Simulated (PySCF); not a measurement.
The dipole of `O=[P@@H]1C(F)=C1C(F)(F)F` from its density and from atomic charges.

Coordinates (GFN2-xTB, Å) and charges (e) from the PBE0/pcSseg-1 density (PySCF):

| atom | x | y | z | Mulliken | IAO | Hirshfeld | ESP-fitted |
| --- | --- | --- | --- | --- | --- | --- | --- |
| O1 | 1.847 | -1.131 | 1.833 | -0.5221 | -0.8378 | -0.3509 | -0.5087 |
| P2 | 1.483 | -0.796 | 0.471 | +0.8695 | +1.3851 | +0.4138 | +0.6836 |
| C3 | 1.032 | 0.842 | -0.157 | +0.1178 | +0.0693 | +0.0522 | +0.0194 |
| F4 | 1.263 | 2.092 | -0.465 | -0.1885 | -0.1976 | -0.0367 | -0.0516 |
| C5 | -0.042 | 0.045 | -0.051 | -0.4972 | -0.3630 | -0.0992 | -0.2379 |
| C6 | -1.514 | 0.121 | -0.228 | +0.9221 | +0.8070 | +0.2594 | +0.6973 |
| F7 | -1.944 | -0.748 | -1.157 | -0.2663 | -0.2752 | -0.0976 | -0.2367 |
| F8 | -1.916 | 1.335 | -0.619 | -0.2566 | -0.2694 | -0.0870 | -0.1840 |
| F9 | -2.170 | -0.169 | 0.903 | -0.2567 | -0.2679 | -0.0894 | -0.1989 |
| H10 | 1.969 | -1.587 | -0.552 | +0.0779 | -0.0506 | +0.0350 | +0.0175 |

Task: Form Σ q r in debye for every column and set it beside the full dipole.

Result: The full density gives (1.20, -0.27, -2.58) D, 2.85 D in size; dipole vectors point from the negative to the positive end.

```csv
scheme,μx,μy,μz,size (D),share of the full size (%),angle to the full dipole (°)
Mulliken,2.65,-2.55,-2.26,4.32,151,38
IAO,3.14,-2.19,-3.34,5.08,178,27
Hirshfeld,0.98,-0.10,-2.05,2.27,80,3
ESP-fitted,1.26,-0.23,-2.58,2.88,101,1
```

Task: Which set comes closest?

Result: Length of the difference vector: ESP-fitted 0.07 D, Hirshfeld 0.59 D, Mulliken 2.72 D, IAO 2.84 D. Closest: ESP-fitted. ESP charges are fitted to the potential around the molecule, whose slowest-falling term is the dipole's. 

Task: What is left for the Hirshfeld atoms' own dipoles?

Result: The shares of the density sum to the whole, so what Σ q r misses lies in dipoles about the nuclei. The atomic dipoles sum to (1.20, -0.27, -2.58) − (0.98, -0.10, -2.05) = (0.22, -0.17, -0.53) D, 0.59 D in size.

Task: With the origin at the mean of the coordinates, (0.001, 0.000, -0.002) Å, which are the largest single terms, by size, of the ESP-fitted dipole along the direction of the full one?

Result: O1 +1.89, F9 +1.64, C6 -1.49, P2 +0.89, F7 -0.34 D; all 10 atoms together +2.88 D. The single terms depend on the origin, their sum doesn't.

Task: Give the size of the full dipole in other units.

Result: 2.85 D = 1.123 au = 0.594 e·Å = 9.52 × 10⁻³⁰ C·m.

Isolated species at its GFN2-xTB geometry, gas phase.

Conformer computed: `[O:1]=[P@@H:2]1[C:3]([F:4])=[C:5]1[C:6]([F:7])([F:8])[F:9]`: C3–C5–C6–F7 120°.
